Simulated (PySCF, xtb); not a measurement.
C₂H₅FOSi, SMILES F[SiH](O)C=C.

GFN2-xTB (xtb) at its own geometry gives an orbital gap of 4.50 eV and a dipole moment of 1.90 D.

Geometry: PBE0-D3(BJ)/def2-SVP. The structure was generated by enumeration, and PubChem lists no compound with its InChIKey, so it may never have been made. One conformer was computed; it need not be the lowest.

Q: What does PBE0/def2-TZVP in PySCF give? (The exact figures need the calculation; the answer reports its results.)

A: gap 7.45 eV (levels -8.36 and -0.91 eV), dipole 2.31 D.
